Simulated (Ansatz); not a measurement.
C4H9NSi, SMILES C=C=C[Si@@H](C)N.

The structure is a stationary point at r2SCAN-D4/def2-SVP. The structure was generated by enumeration; whether it is a known compound was not checked. Other conformers were not sampled.

Two levels are set side by side: PBE/def2-SVPD (Ansatz, a quantum-chemistry and plane-wave program) and CAM-B3LYP/def2-SVPD (Ansatz). Energy differences of separate SCF runs at the same geometry; the states with an electron removed or added have multiplicity 2 and 2. Differences are taken from unrounded values.

| quantity | CAM-B3LYP | PBE | PBE minus CAM-B3LYP |
|---|---|---|---|
| vertical ionisation energy (eV) | 9.34 | 8.59 | -0.75 |
| vertical singlet–triplet gap (eV) | 4.55 | 4.54 | -0.02 |
